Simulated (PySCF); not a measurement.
Compound: C₇H₉N.
Geometry (PBE0-D3(BJ)/def2-SVP, Å), atoms numbered from 1 in this order:
```xyz
17
C7H9N angstrom
C     -1.5889   -0.1764   -1.6378
C     -1.1168   -0.1348   -0.3840
C     -2.0274   -0.1575    0.8050
N      0.2615   -0.0673   -0.0942
C      0.8138   -0.0539    1.1714
C      2.1797    0.0149    1.0545
C      2.4796    0.0462   -0.3378
C      1.2863   -0.0052   -1.0138
H     -0.9463   -0.1664   -2.5178
H     -2.6647   -0.2244   -1.8043
H     -1.8989    0.7419    1.4274
H     -1.8336   -1.0338    1.4433
H     -3.0720   -0.2000    0.4750
H      0.1929   -0.0968    2.0602
H      2.8872    0.0401    1.8804
H      3.4651    0.1017   -0.7956
H      1.0883    0.0009   -2.0808
```

The closed-shell ground state was solved at several levels (PySCF, density fitting, gas phase, non-relativistic).

| level | basis functions | total energy (Eh) | HOMO (eV) | LUMO (eV) | gap (eV) | dipole (D) |
| --- | --- | --- | --- | --- | --- | --- |
| PBE0/pcSseg-1 | 181 | -326.4502 | -6.22 | -0.42 | 5.80 | 1.44 |
| CAM-B3LYP/def2-SVPD | 232 | -326.4782 | -7.49 | 0.56 | 8.05 | 1.37 |
| B3LYP/pcJ-1 | 306 | -326.8993 | -5.98 | -0.61 | 5.37 | 1.37 |

(1) What might PBE/pcSseg-1 (181 basis functions) give for the same quantities?

(2) Over all these levels, which gives the widest orbital gap and which the narrowest?

(3) How far do the dipole and the HOMO energy spread over the levels?

## Answers

(1) Total energy -326.4227 Eh, HOMO -5.19 eV, LUMO -1.33 eV, gap 3.86 eV, dipole 1.40 D.

(2) CAM-B3LYP/def2-SVPD (range-separated hybrid) has the widest, 8.05 eV, and PBE/pcSseg-1 (GGA) the narrowest, 3.86 eV. Functional and basis both differ between the two, so the spread mixes both effects.

(3) The dipole runs from 1.37 to 1.44 D (mean 1.39 D) and the HOMO from -7.49 to -5.19 eV.

One conformer stands for the species.
